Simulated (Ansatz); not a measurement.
Geometry optimisation, Ansatz, UKS PBE0-D4/def2-SVP.

input.yaml

```yaml
crystal:
  periodic: [false, false, false]
  atoms:
    - { symbol: Al, position_ang: [-0.029924, -0.013498, -1.562334] }
    - { symbol: F, position_ang: [-1.404995, -0.95513, -1.080241] }
    - { symbol: H, position_ang: [1.363845, -0.750809, -1.604104] }
    - { symbol: H, position_ang: [-0.325305, 1.478239, -1.982387] }
    - { symbol: H, position_ang: [-0.973325, -0.308892, 0.963362] }
    - { symbol: As, position_ang: [-0.149617, 0.208052, 2.123201] }
    - { symbol: H, position_ang: [0.603723, 1.204641, 1.236458] }
    - { symbol: H, position_ang: [0.915497, -0.862804, 1.906145] }
magnetization:
  spin_polarized: true
basis:
  gaussian: { orbitals: def2-SVP }
hamiltonian:
  xc: pbe0
  dispersion: d4
relax:
  f_tol: 0.03
  max_steps: 50
```

Launched with:

```bash
$ ansatz run input.yaml --threads 2 --pin off --max-ram 3072MiB --backend cpu --events-out ev --progress --plain --runs-dir out
```

**Question.** Where does it end, and by what steps?

**Answer.** The forces met the threshold. After 7 steps the energy has fallen by 0.125 eV; H4 moved furthest, 0.41 Å.

| step | energy less start (eV) | largest force component (eV/Å) | accepted |
| --- | --- | --- | --- |
| 0 | 0.0000 | 1.085 | yes |
| 1 | -0.0154 | 1.262 | yes |
| 2 | -0.0669 | 1.008 | yes |
| 3 | -0.0611 | 0.969 | no |
| 4 | -0.1030 | 0.645 | yes |
| 5 | -0.1204 | 0.276 | yes |
| 6 | -0.1233 | 0.098 | yes |
| 7 | -0.1246 | 0.011 | yes |

```xyz
8
Properties=species:S:1:pos:R:3
Al -0.068 -0.057 -1.297
F -1.460 -0.996 -1.333
H 1.312 -0.827 -1.275
H -0.262 1.488 -1.575
H -1.011 -0.328 0.904
As -0.060 0.257 1.953
H 0.540 1.251 0.959
H 1.009 -0.788 1.663
```

Time of the run: 29 s on 2 threads of Arm Neoverse V1 (shared host), peak memory 0.26 GiB.
